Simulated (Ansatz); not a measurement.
A nudged elastic band was laid between two geometries of BGaH4 (6 atoms, charge 0, multiplicity 1).

Method: RKS BHLYP/def2-SVP in Ansatz.

* movable images: 5
* climbing image: yes
* spring: 5.0 eV/Å²
* optimiser: quadratic models (default)
* start path: through a guess of the saddle point
* force threshold: 0.05 eV/Å
* iteration limit: 60
* end points: relaxed

Initial state:

```xyz
6
Properties=species:S:1:pos:R:3
B 0.052 -1.115 0.028
Ga -0.034 0.963 -0.040
H -0.701 -1.763 0.702
H 0.859 -1.741 -0.604
H -0.928 1.729 -1.082
H 0.793 1.863 0.949
```

Final state:

```xyz
6
Properties=species:S:1:pos:R:3
B 0.389 -0.592 0.423
Ga -0.549 0.875 -0.672
H -0.558 -1.194 0.892
H 1.026 -1.202 -0.410
H -1.311 2.007 -1.503
H 1.045 0.041 1.223
```

Question: What changes between the two ends?

Answer: Bonds broken: Ga2–H6. Bonds formed: B1–H6.

Question: What energy profile does the band end with?

Answer: The forces met the threshold. The highest image is number 3 of 0 to 6, 0.43 eV above the first end and 0.85 eV above the last; the last end lies 0.42 eV below the first. A vibrational analysis at the climbing image gives one clearly imaginary mode, 528i cm⁻¹: a first-order saddle point. The orbitals stay closed-shell, which can raise the energy where a bond breaks towards radicals; this wasn't checked here.

```csv
image,path coordinate (Å),energy (eV),Ga2–H6 (Å),B1–H6 (Å)
0,0.00,0.00,1.57,3.20
1,0.49,0.09,1.58,2.90
2,0.97,0.29,1.60,2.53
3,1.46,0.43,1.66,2.08
4,2.02,-0.13,1.88,1.44
5,2.57,-0.42,2.33,1.23
6,3.13,-0.42,2.61,1.21
```

Question: What is the geometry of the highest image?

Answer: 
```xyz
6
Properties=species:S:1:pos:R:3
B 0.042 -0.999 0.054
Ga -0.374 0.853 -0.487
H -0.529 -1.437 1.013
H 1.056 -1.506 -0.333
H -0.862 2.196 -1.068
H 0.708 0.830 0.775
```

Question: What are the harmonic wavenumbers there?

Answer: 528i, 362, 617, 624, 704, 717, 874, 1141, 1687, 2086, 2636, 2748 cm⁻¹.

Time of the run: 2.6 min on 1 thread of Arm Neoverse V2, on a shared host, peak memory 0.12 GiB.
